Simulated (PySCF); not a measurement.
This script is equivalent to a calculation on Al⁺ (aluminium, charge +1).

```python
from pyscf import gto, scf, dft, mp, cc
import basis_set_exchange as bse
mol = gto.M(atom="Al 0 0 0", charge=1, spin=0, symmetry="D2h",
            basis=gto.basis.parse(bse.get_basis("cc-pVDZ-DK", elements=["Al"], fmt="nwchem", header=False)),
            nucmod="G")
mf = dft.UKS(mol, xc="M062X").sfx2c1e()
mf.irrep_nelec = {'Ag': (3, 3), 'B1u': (1, 1), 'B2u': (1, 1), 'B3u': (1, 1)}
mf.kernel()
```

Question: What total energy does it give?

Answer: -242.572 hartree (calculated).

Question: Which occupied shell lies highest, and where?

Answer: 3s, at -16.883 eV.
